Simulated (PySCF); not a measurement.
From a log to its input

A PySCF 2.14 run on the atoms Zn 0 0 0; Cl 0 0 2.417 (angstrom) printed this (some set-up lines and the per-cycle HOMO/LUMO lines with their warnings removed):

```
PySCF version 2.14.0

[INPUT] verbose = 4
[INPUT] num. atoms = 2
[INPUT] num. electrons = 46
[INPUT] charge = 1
[INPUT] spin (= nelec alpha-beta = 2S) = 0
[INPUT] symmetry True subgroup None
[INPUT] Mole.unit = angstrom

nuclear repulsion = 111.659237719983
point group symmetry = Coov
symmetry origin: [0.         0.         1.65206291]
symmetry axis x: [1. 0. 0.]
symmetry axis y: [0. 1. 0.]
symmetry axis z: [0. 0. 1.]
num. orbitals of irrep A1 = 19
num. orbitals of irrep E1x = 10
num. orbitals of irrep E1y = 10
num. orbitals of irrep E2x = 4
num. orbitals of irrep E2y = 4
num. orbitals of irrep E3x = 1
num. orbitals of irrep E3y = 1
number of shells = 19
number of NR pGTOs = 109
number of NR cGTOs = 49
basis = def2-svp
ecp = {}

******** <class 'pyscf.solvent._attach_solvent.PCMSymAdaptedRHF'> ********
method = PCMSymAdaptedRHF
initial guess = minao
damping factor = 0
level_shift factor = 0
DIIS = <class 'pyscf.scf.diis.CDIIS'>
diis_start_cycle = 1
diis_space = 8
diis_damp = 0
SCF conv_tol = 1e-09
SCF conv_tol_grad = None
SCF max_cycles = 50
direct_scf = True
direct_scf_tol = 1e-13
******** <class 'pyscf.solvent.pcm.PCM'> (In testing) ********

WARN: PCM is an experimental feature. It is still in testing.
Features and APIs may be changed in the future.

lebedev_order = 29 (302 grids per sphere)
eps = 4.71
frozen = False
Freeze 0 electrons in irreps []
    46 free electrons in irreps A1 E1x E1y E2x E2y E3x E3y
Set gradient conv threshold to 3.16228e-05
Initial guess from minao.
PCM E_diel = -0.00285646273947158
Solvent Energy = -0.00285646273947158
init E= -2236.38888246146
PCM E_diel = -0.212318674983585
Solvent Energy = -0.212318674983585
cycle= 1 E= -2236.79400454864  delta_E= -0.405  |g|= 0.231  |ddm|=  1.9
PCM E_diel = -0.204925929044774
Solvent Energy = -0.204925929044774
cycle= 2 E= -2236.81160380107  delta_E= -0.0176  |g|= 0.102  |ddm|= 0.355
PCM E_diel = -0.209704595767733
Solvent Energy = -0.209704595767733
cycle= 3 E= -2236.81390266488  delta_E= -0.0023  |g|= 0.0306  |ddm|= 0.0896
PCM E_diel = -0.211358337036869
Solvent Energy = -0.211358337036869
cycle= 4 E= -2236.81432448602  delta_E= -0.000422  |g|= 0.00908  |ddm|= 0.0391
PCM E_diel = -0.212135424174978
Solvent Energy = -0.212135424174978
cycle= 5 E= -2236.81439521105  delta_E= -7.07e-05  |g|= 0.00268  |ddm|= 0.0204
PCM E_diel = -0.212619749461915
Solvent Energy = -0.212619749461915
cycle= 6 E= -2236.81440407259  delta_E= -8.86e-06  |g|= 0.000926  |ddm|= 0.00858
PCM E_diel = -0.212784641219591
Solvent Energy = -0.212784641219591
cycle= 7 E= -2236.81440489951  delta_E= -8.27e-07  |g|= 0.0002  |ddm|= 0.00318
PCM E_diel = -0.2128134117792
Solvent Energy = -0.2128134117792
cycle= 8 E= -2236.81440493571  delta_E= -3.62e-08  |g|= 3.04e-05  |ddm|= 0.000671
PCM E_diel = -0.212815770318321
Solvent Energy = -0.212815770318321
cycle= 9 E= -2236.81440493634  delta_E= -6.23e-10  |g|= 1.41e-05  |ddm|= 7.24e-05
PCM E_diel = -0.21281587056279
Solvent Energy = -0.21281587056279
Extra cycle  E= -2236.81440493636  delta_E= -2.46e-11  |g|= 1.08e-05  |ddm|= 1.05e-05
converged SCF energy = -2236.81440493636
**** SCF Summaries ****
Total Energy =                       -2236.814404936360006
Nuclear Repulsion Energy =             111.659237719983466
One-electron Energy =                -3327.532277305429488
Two-electron Energy =                  979.271450519648624
Two-electron Coulomb Energy =         1076.389521438911515
DFT Exchange-Correlation Energy =      -97.118070919262891
Wave-function symmetry id = 0
**** MO energy ****
[12 lines left out]
MO #13 (E1y #3), energy= -3.99301862796039 occ= 2
MO #14 (A1 #8), energy= -3.99164919236473 occ= 2
MO #15 (A1 #9), energy= -1.0429224873352 occ= 2
MO #16 (E2x #1), energy= -0.935642974060323 occ= 2
MO #17 (E2y #1), energy= -0.935642974060323 occ= 2
MO #18 (E1x #4), energy= -0.93397909837738 occ= 2
MO #19 (E1y #4), energy= -0.93397909837738 occ= 2
MO #20 (A1 #10), energy= -0.93033012857699 occ= 2
MO #21 (A1 #11), energy= -0.479124841765897 occ= 2
MO #22 (E1x #5), energy= -0.450124390511419 occ= 2
MO #23 (E1y #5), energy= -0.450124390511419 occ= 2
MO #24 (A1 #12), energy= -0.0523901161640312 occ= 0
MO #25 (A1 #13), energy= 0.144110628291881 occ= 0
MO #26 (E1x #6), energy= 0.158606411871717 occ= 0
[23 lines left out]
 ** Mulliken pop on meta-lowdin orthogonal AOs  **
 ** Mulliken pop  **
pop of  0 Zn 1s           2.00000
pop of  0 Zn 2s           1.99999
pop of  0 Zn 3s           1.99984
pop of  0 Zn 4s           0.28910
pop of  0 Zn 5s           0.00365
pop of  0 Zn 2px          2.00000
pop of  0 Zn 2py          2.00000
pop of  0 Zn 2pz          2.00000
pop of  0 Zn 3px          1.99999
pop of  0 Zn 3py          1.99999
pop of  0 Zn 3pz          1.99999
pop of  0 Zn 4px          0.00690
[37 lines left out]
 ** Mulliken atomic charges  **
charge of    0Zn =      1.66751
charge of    1Cl =     -0.66751

WARN: System has nonzero charge 1; the dipole moment is origin-dependent.
Location of origin: [0. 0. 0.]

Dipole moment(X, Y, Z, Debye):  0.00000,  0.00000, -7.76560
orbital energies (hartree): [-0.4791 -0.4501 -0.4501 -0.0524  0.1441  0.1586]
```

Problem. Write the input that gave this log.

Solution. The input was:

```python
from pyscf import gto, scf, solvent

mol = gto.M(
    atom='Zn 0 0 0; Cl 0 0 2.417',
    basis='def2-svp',
    charge=1,
    spin=0,
    symmetry=True,
    verbose=4,
)
mf = scf.RHF(mol)
mf = solvent.PCM(mf)
mf.with_solvent.eps = 4.71
mf.kernel()
mf.analyze()
print('orbital energies (hartree):', mf.mo_energy[..., max(0, mol.nelec[1]-3):mol.nelec[0]+3].round(4))
```

Stability towards an unrestricted solution was not tested. The bond length is a typed value, not an optimised one. The dipole of an ion depends on the origin.
